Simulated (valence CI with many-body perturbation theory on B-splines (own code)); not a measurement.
The numbers below are computed, except where a source is named.
# Er²⁸⁺: magnetic and hyperfine properties of the levels

Level of theory: relativistic CI+MBPT: four valence electrons over a frozen Dirac-Fock core [Kr], radial functions for each j: 7 s, 7 p, 8 d, 6 f, 4 g, 1 h, with the one-electron correlation potential Σ1, the two-electron term Σ2, the three-electron term Σ3, Breit, model QED; selected CI, second order for the rest, scaled by the run's own slope (own B-spline code, finite nucleus).

No measured spectrum was set against this ion. As an estimate, large intervals hold to a few tenths of a per cent, small ones and those within an open d or f shell to about a per cent. The list stops below the first excitations out of the core.

A/g_I is the dipole constant over the nuclear g factor μ/I (μ in nuclear magnetons, uniformly magnetised nucleus), B/Q the quadrupole constant per barn. Both hold the static response of the core; the bare values leave it out. Large factors of s and p1/2 electrons are usually good to 5 to 10 %; those of open d and f shells near neutrality can be off by tens of per cent, and small factors of p3/2, d and f electrons come from cancelling terms and can be off by a factor of two or in sign, in half-filled shells by more. B is blank for J = 1/2, where it vanishes, and for nearly pure S terms. Energies count from the lowest level. Levels with J = 0 are left out.

Levels are named by their leading jj configuration (3d3/2^4 stands for four electrons in 3d with j = 3/2), which in mixed levels can hold well under half, so a name can repeat and another be missing. Letters in brackets count levels of one name in rising energy.

```tsv
Level	E (cm⁻¹)	g	A/g_I (MHz)	A/g_I bare	B/Q (MHz/b)	B/Q bare
(4d3/2^3 4d5/2) J=1	64875	1.497	-1370	-582	3750	3580
(4d3/2^3 4d5/2) J=2	95385	1.326	5070	5500	6570	6300
(4d3/2^3 4d5/2) J=4	99372	1.108	10100	10100	-274	-333
(4d3/2^3 4d5/2) J=3	106840	1.225	8120	8340	4010	3830
(4d3/2^2 4d5/2^2) J=4 [a]	163290	1.158	8130	8230	-4110	-3980
(4d3/2^2 4d5/2^2) J=2 [a]	165180	1.110	5220	5270	7420	7130
(4d3/2^2 4d5/2^2) J=3 [a]	168460	1.093	7740	7730	1780	1700
(4d3/2^2 4d5/2^2) J=5	181230	1.082	9460	9410	9050	8670
(4d3/2^2 4d5/2^2) J=1	187910	1.174	9920	10000	528	487
(4d3/2^2 4d5/2^2) J=6	190540	1.087	9960	9910	10700	10300
(4d3/2^2 4d5/2^2) J=4 [b]	201460	1.031	10900	10700	-3790	-3610
(4d3/2^2 4d5/2^2) J=3 [b]	202450	1.120	10200	10200	3370	3240
(4d3/2^2 4d5/2^2) J=2 [b]	204390	1.110	9310	9320	3120	2990
(4d3/2^2 4d5/2^2) J=2 [c]	236670	1.016	13000	12800	-970	-949
(4d3/2^2 4d5/2^2) J=4 [c]	239930	1.230	6730	6970	11000	10500
(4d3/2 4d5/2^3) J=3 [a]	260670	1.144	5940	6040	1180	1160
(4d3/2 4d5/2^3) J=4 [a]	265850	1.106	7550	7560	-862	-838
(4d3/2^2 4d5/2^2) J=2 [d]	273160	1.255	7740	8020	-3300	-3130
(4d3/2 4d5/2^3) J=1 [a]	273640	0.873	10900	10400	4200	4010
(4d3/2 4d5/2^3) J=5	274750	1.146	8100	8180	-6130	-5890
(4d3/2 4d5/2^3) J=6	278980	1.074	9400	9340	12700	12200
(4d3/2 4d5/2^3) J=2 [a]	298140	1.022	10900	10700	8790	8400
(4d3/2 4d5/2^3) J=3 [b]	302340	1.088	9150	9110	4350	4210
(4d3/2 4d5/2^3) J=3 [c]	337530	1.062	10200	10100	13600	13000
(4d3/2 4d5/2^3) J=1 [b]	338030	1.446	1320	1990	-6100	-5840
(4d3/2 4d5/2^3) J=4 [b]	343380	1.037	10300	10200	12400	11900
(4d3/2 4d5/2^3) J=2 [b]	350170	1.108	9330	9340	-11400	-11000
(4d5/2^4) J=4	373080	1.160	6890	7010	-11700	-11200
(4d5/2^4) J=2	406780	1.032	7950	7820	2300	2210
```

Take the isotope of mass number 167, with I = 7/2, μ = -0.5623 μN and Q = 3.57 b. What is the hyperfine structure of (4d3/2^3 4d5/2) J=2?

From the table A = -815 MHz, B = 23500 MHz. Shifts from the centre of gravity in MHz: F = 3/2: 19900, F = 5/2: 7400, F = 7/2: -4270, F = 9/2: -9200, F = 11/2: 170.
